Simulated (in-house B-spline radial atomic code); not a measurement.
## RPA and G0W0 on BLYP: the germanium ion Ge³⁺

Configuration [Ar] 3d10 4s1, highest spin, mean-field start BLYP. Computed with a B-spline radial code for spherical atoms: all electrons, scalar-relativistic (spin-free one-electron X2C), finite nucleus, each spin shell either full or empty, empty states to l = 9 with an (l + 1/2)⁻⁴ tail; G0W0 by contour deformation at full frequency.

RPA overbinds a lone outer s electron by self-correlation, and G0W0 tends to as well.

Command:
```bash
python run_gw.py task.json out
```
Settings (radii: box in bohr, nucleus in fm):
```
Z                        32
electrons                29
configuration            [Ar] 3d10 4s1
hamiltonian              x2c
method                   b88,lyp
lmax                     9
rms_radius               4.0742
spin_polarised           True
box_radius               14.14
intervals                69
ion_configuration        [Ar] 3d10
```

Run time, properties included: 8.1 s on 1 thread of Arm Neoverse N1, on a shared host.

Energies (hartree):

```json
{"term": "mean-field total", "value": "-2096.77608"}
{"term": "Hartree-Fock functional on these orbitals", "value": "-2095.06805"}
{"term": "direct second order", "value": "-2.6241"}
{"term": "second-order exchange", "value": "0.76476"}
{"term": "SOSEX correction", "value": "0.69264"}
```

(1) What is the RPA correlation energy, and what remains with SOSEX?

Quasi-particle levels (eV):

```
  level  occupied  mean field  Σx - vxc     Σc  QP weight    G0W0
  4s up       yes      -41.27     -3.80      ?          ?       ?
3d down       yes      -62.85    -15.45   3.60      0.893  -74.70
  3d up       yes      -63.10    -15.41   3.56      0.873  -74.94
4s down        no      -40.04      8.26  -2.66      0.936  -34.44
```

G0W0 = mean field + (Σx - vxc) + Σc, with Σc (partial-wave tail included) taken at the quasi-particle energy. Only the outer levels were computed. Levels of low weight are left out.

(2) Where does G0W0 put 4s up?

(3) What does it cost to remove one electron (to [Ar] 3d10) by differences of total energies, each species on its own start (correlation terms add to the Hartree-Fock functional)?

Answers

(1) RPA gives -2.221 hartree (-2.08 eV per electron); RPA + SOSEX gives -1.5283, and the second-order doubles -1.8594 hartree (no singles). SOSEX takes back 31 % of the RPA value.

(2) At -46.74 eV, with Σc = -1.67 eV and a quasi-particle weight of 0.963. The tabulated removal energy is 45.715 ± 0.0012 eV (NIST, measured); the calculation leaves out spin-orbit coupling, Breit and QED terms, and what these don't explain is the method's own error.

(3) BLYP 46.98 eV, Hartree-Fock functional 44.52 eV, + RPA 46.39 eV, + RPA + SOSEX 45.62 eV, + second order 46.28 eV. Tabulated: 45.715 ± 0.0012 eV (NIST, measured); the calculation leaves out spin-orbit coupling, Breit and QED terms, and what these don't explain is the method's own error.
